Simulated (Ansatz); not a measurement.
`[SiH3]OB(Cl)O[SiH3]` + HBr → `[SiH3]OB(Cl)Br` + silanol at 600 K and 1 bar (ligand exchange at a B–O bond).

Calculated with Ansatz (gas phase, PBE0-D4/def2-TZVP geometries, no zero-point term in ΔE). CCSD(T)/CBS adds triple-zeta CCSD(T) − MP2 to the extrapolated MP2 energy (def2 sets, frozen cores). For Br outer-core shells are correlated without core-valence functions, which leaves a few kJ/mol of doubt a bond. Scalar relativity is left out up to krypton. One conformer a species, not always the lowest.

| species | CCSD(T)/CBS energy (Eh) | H − E (kJ/mol) | S (J/(mol·K)) |
| --- | --- | --- | --- |
| `[SiH3]OB(Cl)O[SiH3]` | -1216.90909 | 251.5 | 517.9 |
| HBr | -2573.91920 | 33.5 | 219.1 |
| `[SiH3]OB(Cl)Br` | -3424.11513 | 153.0 | 450.3 |
| `O[SiH3]` | -366.69042 | 135.7 | 307.9 |

H − E and S are ideal-gas, rigid-rotor, harmonic terms from PBE0-D4/def2-TZVP, for one conformer and one mirror image of each species. 1 Eh = 2625.50 kJ/mol, R = 8.31446 J/(mol·K).

Task: By hand: ΔE, ΔH, ΔS and ΔG.

Result: ΔE = (-3424.11513) + (-366.69042) − (-1216.90909) − (-2573.91920) = 0.02274 Eh = 59.7 kJ/mol. Δ(H − E) = 153.0 + 135.7 − 251.5 − 33.5 = 3.7, so ΔH = 63.4 kJ/mol. ΔS = 450.3 + 307.9 − 517.9 − 219.1 = 21.2 J/(mol·K). ΔG = 63.4 − 600 × (21.2)/1000 = 50.7 kJ/mol.

Task: By hand: the equilibrium constant, and the temperature at which ΔG would vanish if ΔH and ΔS stayed fixed.

Result: log₁₀ K = −ΔG/(RT ln 10) = -4.4. ΔG = 0 at ΔH/ΔS = 2991 K, far beyond where these terms or the molecules hold.

ΔH outweighs TΔS. A doubt of 5 kJ/mol in ΔE shifts log₁₀ K by 0.4 here. Other conformers and mirror images would add mixing entropy, several J/(mol·K) or more a flexible species. Modes under 60 cm⁻¹, often nearly free rotors, make the harmonic entropy too high. These are equilibria of isolated gas molecules and say nothing of rates. Largest T1 diagnostic: 0.012 (customary marks: 0.02 for closed shells, 0.045 for open ones).
